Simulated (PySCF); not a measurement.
Labels have come off several samples. The candidates:

A. 4-cyanopyridine N-oxide (c1cc(C#N)cc[n+]1[O-])
B. `Cc1cccc([C@H](C)C#N)c1`
C. `O([SiH2]C#CC)[SiH2]C`

Spectrum 1. $^{1}$H NMR (400 MHz, computed): δ 8.34 (d, 2H), 7.64 (d, 2H). $^{13}$C{$^{1}$H} NMR (computed): δ 145.1 (CH), 137.6 (CH), 122.4 (C), 107.3 (C).

Spectrum 2. $^{1}$H NMR (400 MHz, computed): δ 5.25 (q, 2H), 5.17 (s, 2H), 2.10 (s, 3H), 0.39 (t, 3H). $^{13}$C{$^{1}$H} NMR (computed): δ 112.3 (C), 86.7 (C), 6.0 (CH3), 0.2 (CH3).

Spectrum 3. $^{1}$H NMR (400 MHz, computed): δ 7.83 (s, 1H), 7.55 (m, 1H), 7.46 (m, 1H), 7.16 (d, 1H), 3.43 (q, 1H), 2.60 (s, 3H), 1.53 (d, 3H). $^{13}$C{$^{1}$H} NMR (computed): δ 146.2 (C), 145.5 (C), 134.6 (CH), 134.0 (CH), 133.8 (CH), 129.5 (CH), 127.6 (C), 33.3 (CH), 27.5 (CH3), 24.2 (CH3).

No solvent, one conformer, equivalent nuclei averaged, no relativistic terms. GIAO PBE0/pcSseg-1 shieldings; GFN2-xTB geometry; PySCF 2.14.0 with density-fitted response routines.

Shifts are taken against calculated references (same method and geometry level): $^{1}$H (σ = 31.72 ppm), $^{13}$C (σ = 186.93 ppm) against TMS. Where no couplings were computed, multiplicities follow the n + 1 count of equivalent neighbours, and m marks all less simple cases (inequivalent or close neighbours, rings, F or P nearby). Shifts are as computed. Against solution values, carbons near 30 ppm lie about +3 ppm off and those near 130 ppm about +5 ppm. Of 1211 compounds with measured shifts, 218 miss one by over three times the rms of a fit or turn the order of signals round; such compounds aren't used in these exercises.

Q: Match each spectrum to its structure.

A: 1–A, 2–C, 3–B.

- Spectrum 1 (A): 4 $^{13}$C signals; δC 145.1 is an aromatic CH next to a ring nitrogen; δC 137.6 is an aromatic CH.
- Spectrum 2 (C): 4 $^{13}$C signals; δC 86.7 is an alkyne carbon; δC 6.0 is a propargylic methyl carbon.
- Spectrum 3 (B): 10 $^{13}$C signals; δC 134.6 is an aromatic CH; δC 134.0 is an aromatic CH.
